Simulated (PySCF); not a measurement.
Isomers of [C9H16P]+.

All values: PBE0/pcSseg-1 (PySCF) at PBE0-D3(BJ)/def2-SVP geometries, gas phase, one conformer each.

Question: Rank by the highest IAO charge on any atom, highest value first.
A. `[CH:1]#[C:2][CH2:3][P@H+:4]([CH2:5][CH2:6][CH3:7])[CH:8]1[CH2:9][CH2:10]1` (charge +1) with C2–C3–P4–C5 -59°, C3–P4–C5–C6 179°, P4–C5–C6–C7 -63°, C3–P4–C8–C9 -146°
B. `[CH:1]#[C:2][CH2:3][P@@+:4]([CH3:5])([CH2:6][CH3:7])[CH2:8][CH:9]=[CH2:10]` (charge +1) with C2–C3–P4–C5 60°, C3–P4–C6–C7 179°, C3–P4–C8–C9 -64°, P4–C8–C9–C10 99°
C. `[CH3:1][CH2:2][C:3]1=[CH:4][PH2+:5][CH:6]=[C:7]1[CH:8]([CH3:9])[CH3:10]` (charge +1) with C1–C2–C3–C4 4°, C6–C7–C8–C9 -97°

Answer: B (+1.220 e), A (+1.083 e), C (+0.937 e).

All values together:

| SMILES | HOMO (eV) | LUMO (eV) | lowest IAO charge (e) | highest IAO charge (e) | lowest Hirshfeld charge (e) | highest Hirshfeld charge (e) |
| --- | --- | --- | --- | --- | --- | --- |
| CC1=C[P@+](C)(C2CC2)CC1 | -11.72 | -4.58 | -0.643 (C) | +1.229 (P) | -0.127 (C) | +0.461 (P) |
| C#CC[P@H+](CCC)C1CC1 | -11.82 | -3.92 | -0.464 (C) | +1.083 (P) | -0.107 (C) | +0.465 (P) |
| C#CC[P@@+](C)(CC)CC=C | -11.52 | -4.11 | -0.641 (C) | +1.220 (P) | -0.126 (C) | +0.478 (P) |
| CCC1=C[PH2+]C=C1C(C)C | -11.69 | -6.54 | -0.431 (C) | +0.937 (P) | -0.104 (C) | +0.454 (P) |

Conformers: `[CH3:1][C:2]1=[CH:3][P@+:4]([CH3:5])([CH:6]2[CH2:7][CH2:8]2)[CH2:9][CH2:10]1` (charge +1) with C3–P4–C6–C7 167°; `[CH:1]#[C:2][CH2:3][P@H+:4]([CH2:5][CH2:6][CH3:7])[CH:8]1[CH2:9][CH2:10]1` (charge +1) with C2–C3–P4–C5 -59°, C3–P4–C5–C6 179°, P4–C5–C6–C7 -63°, C3–P4–C8–C9 -146°; `[CH:1]#[C:2][CH2:3][P@@+:4]([CH3:5])([CH2:6][CH3:7])[CH2:8][CH:9]=[CH2:10]` (charge +1) with C2–C3–P4–C5 60°, C3–P4–C6–C7 179°, C3–P4–C8–C9 -64°, P4–C8–C9–C10 99°; `[CH3:1][CH2:2][C:3]1=[CH:4][PH2+:5][CH:6]=[C:7]1[CH:8]([CH3:9])[CH3:10]` (charge +1) with C1–C2–C3–C4 4°, C6–C7–C8–C9 -97°.
